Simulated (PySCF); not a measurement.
**SeS₂²⁺: one-bond stretch**

Method: PBE0 in PySCF with Se def2-TZVP, S def2-TZVP; no relativity; density-fitted integrals.

Rigid scan from the singlet minimum (Se–S 1.948 Å (×2); S–Se–S 180.0°). Coordinate: the bond from Se to the last atom (S) scaled, the rest fixed. Energies in kJ/mol from the minimum.

```json
{"scale of one bond": "0.92", "E (kJ/mol)": "50.1", "dipole size (D, about the centre of mass)": "0.11"}
{"scale of one bond": "0.96", "E (kJ/mol)": "10.8", "dipole size (D, about the centre of mass)": "0.04"}
{"scale of one bond": "1.00", "E (kJ/mol)": "0.0", "dipole size (D, about the centre of mass)": "0.00"}
{"scale of one bond": "1.05", "E (kJ/mol)": "12.1", "dipole size (D, about the centre of mass)": "0.03"}
{"scale of one bond": "1.12", "E (kJ/mol)": "54.5", "dipole size (D, about the centre of mass)": "0.05"}
{"scale of one bond": "1.20", "E (kJ/mol)": "114.4", "dipole size (D, about the centre of mass)": "0.04"}
{"scale of one bond": "1.35", "E (kJ/mol)": "209.9", "dipole size (D, about the centre of mass)": "0.02"}
{"scale of one bond": "1.55", "E (kJ/mol)": "274.3", "dipole size (D, about the centre of mass)": "–"}
{"scale of one bond": "1.80", "E (kJ/mol)": "291.8", "dipole size (D, about the centre of mass)": "–"}
{"scale of one bond": "2.20", "E (kJ/mol)": "274.3", "dipole size (D, about the centre of mass)": "–"}
```

At long bonds a restricted determinant can lie too high, and another spin state can fall below this curve.

The scan took 17 s on 2 threads of a shared Arm Neoverse V1 host; the process peaked at 1.1 GiB.
